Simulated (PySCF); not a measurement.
## Ge²⁺: ionisation energy

Ge²⁺ [Ar] 3d10 4s2 (1S) → Ge³⁺ [Ar] 3d10 4s1 (2S), as a difference of total energies. All numbers are calculated (PySCF 2.14, the spin-free X2C one-electron Hamiltonian (Gaussian nucleus), in aug-cc-pVQZ-DK (8s7p5d3f2g, 93 functions)). Correlated levels: valence: [Ar] 3d10 frozen. The calculations carry no spin-orbit coupling.

| method | ionisation energy (eV) |
| --- | --- |
| UHF | 32.195 |
| LDA | 34.790 |
| PBE | 34.383 |
| PBE0 | 34.020 |
| r2SCAN | 34.023 |
| BLYP | 34.582 |
| CAM-B3LYP | 34.442 |
| LC-wPBE | 34.023 |
| SCS-MP2 (valence) | 33.173 |

Problem. Estimate what B2PLYP gives.

Solution. 33.875 eV, closest to PBE0 among the rows shown.

Problem. Estimate what MP2 (valence) gives.

Solution. 33.010 eV, closest to SCS-MP2 (valence) among the rows shown.

Errors of the correlated levels include the incompleteness of this basis and the frozen core.

MP2 underrates the near-degeneracy of ns² with np² in the lower species.

For comparison: 34.058 eV (measured; NIST Atomic Spectra Database, ionization energies).
